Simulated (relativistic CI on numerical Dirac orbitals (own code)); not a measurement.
Te III: calculation against measurement

Computed by Dirac-Coulomb-Breit CI, separate exchange-only KLI orbitals for each configuration, QED by a radiative potential, valence Slater integrals scaled by 0.85, configuration energies shifted to the measured levels that pair with them (semi-empirical) (own radial code, finite nucleus).

Configurations in the expansion (outside the closed core [Kr] 4d10): 5s²5p², 5s5p³, 5s²5p5d, 5s²5p6s, 5s²5p6p, 5s²5p7s, 5s²5p6d, 5s²5p7d, 5s²5p8s, 5p⁴, 5s²5d², 5s²5p5f, 5s5p²5d, 5s²4f², 5s²5p4f, 5s5p²5f, 5s²5p7p, 5s²5f², 5s²5p5g, 5p²5d², 5s²5p6f, 5s5p²6s, 5s²4f5d, 5s5p6s², 5p³6p, 5s5p²6p, 5s²5f6p, 5p³5d, 5s²5d6s, 5p²4f². Levels of other configurations are missing.

```csv
Configuration,Term (tabulated),J,Measured (cm⁻¹),Computed,Error,Purity (%)
5s²5p²,3P,0,0.0,0,0,91
5s²5p²,3P,1,4757.2,4595,-163,97
5s²5p²,3P,2,8167.0,7971,-196,77
5s²5p²,1D,2,17359.8,17061,-299,77
5s²5p²,1S,0,30398.3,29250,-1148,89
5s5p³,5S°,2,64586.5,63808,-778,97
5s5p³,3D°,1,82889.1,83112,223,72
5s5p³,3D°,2,83203.4,83351,147,69
5s5p³,3D°,3,85205.6,85415,209,79
5s5p³,3P°,0,96061.6,95872,-189,73
5s5p³,3P°,1,96581.5,96283,-299,66
5s²5p5d,3F°,2,104717.2,102853,-1864,72
5s²5p5d,3F°,3,106314.8,104165,-2150,94
5s²5p6s,3P°,0,107470.0,107330,-140,98
5s²5p6s,3P°,1,107726.6,107727,1,70
5s²5p6s,3P°,2,115422.2,115860,437,81
5s²5p5d,3D°,3,120903.4,121743,840,64
5s²5p5d,3P°,0,122541.0,123478,937,73
5s²5p5d,1F°,3,127242.3,127245,2,79
5s²5p6p,3D,1,128617.9,128760,142,62
5s²5p6p,3P,0,132262.4,132295,32,86
5s²5p6p,3D,2,132329.1,132391,62,69
5s²5p6p,3P,2,139664.5,139569,-95,59
5s²5p6p,3D,3,139949.7,139827,-123,97
5s²5p6p,3S,1,141803.0,141317,-486,77
5s²5p6p,1D,2,142982.0,142982,0,71
5s²5p7s,3P°,0,160940.7,160874,-67,100
5s²5p7s,3P°,1,161196.5,161200,4,71
5s²5p6d,3F°,2,161407.4,160942,-465,79
5s²5p6d,3F°,3,162776.6,162733,-43,63
5s²5p6d,3D°,1,163334.2,163685,350,62
5s²5p7s,3P°,2,170017.4,170014,-3,97
5s²5p7s,1P°,1,170586.9,170609,22,66
5s²5p6d,3D°,3,171069.7,171114,44,65
5s²5p6d,3P° †,1,172159.0,172087,-72,75
5s²5p6d,3P° †,0,172389.2,172173,-217,99
5s²5p6d,1F°,3,173220.2,174146,925,77
5s²5p6d,1P°,1,174499.3,175287,787,72
5s²5p7d,3F°,2,184408.8,184366,-43,75
5s²5p8s,3P°,0,184537.3,184486,-51,100
5s²5p8s,3P°,1,184657.0,184657,0,68
5s²5p7d,3D°,1,185501.0,185502,1,57
5s²5p8s,3P°,2,193414.9,193666,251,86
5s²5p7d,3D°,3,193930.5,193799,-132,61
5s²5p7d,3P° †,0,194253.9,194307,53,98
5s²5p7d,3P° †,1,194446.8,194231,-216,63
5s²5p7d,1F°,3,194800.0,195281,481,69
5s²5p7d,1P°,1,195268.7,195547,278,56
```

Measured levels from measured levels as listed in Zhang, Palmeri, Quinet and Biemont, Astron. Astrophys. 551, A136 (2013); pairs were made by configuration, J and term (by order where the table uses no LS term), so strongly mixed levels may be paired wrongly.

Mean error by configuration (cm⁻¹): 5s²5p² -452; 5s5p³ -115; 5s²5p5d -447; 5s²5p6s 99; 5s²5p6p -67; 5s²5p7s -11; 5s²5p6d 266; 5s²5p7d 117; 5s²5p8s 66. Over the excited levels the mean absolute error is 347 cm⁻¹ (47 of the 68 excited levels that our extract of the source holds in range could be paired, and the others can miss by more), and the median relative error of those above 1,000 cm⁻¹ is 0.14 %, both after the shifts were fitted to these levels, so that a configuration with one level shows no error. † marks terms whose computed intervals miss the measured ones by more than a factor of 2.5, or configurations far off the rest, from wrong mixing, a near crossing or a doubtful label or measurement; they are left out of the means.

Configurations whose levels could be paired with our table of measured levels were shifted onto them, all but the ground configuration, by the median error of their levels; single terms can still be off by 1,000 to 2,000 cm⁻¹ or more, and rates follow the energies as ν³ (E1, M1) or ν⁵ (E2). The others borrow a shift and can be off by several thousand cm⁻¹ or more. The fine structure of a lone outer electron comes out too small, for d and f at times inverted, and misplaced configurations move strength between like terms. 47 of the 68 excited levels that our extract of the measured tables holds in this range could be paired (the sources list more); they are missed by 329 cm⁻¹ on average and 2150 at most, after the shifts were fitted to these levels, and levels without a partner can miss by more.

Shifts applied (cm⁻¹): 5s²5p² 0; 5s5p³ 1285; 5s²5p5d -5438; 5s²5p6s -6615; 5s²5p6p -3253; 5s²5p7s -6797; 5s²5p6d -6652; 5s²5p7d -6823; 5s²5p8s -6387.
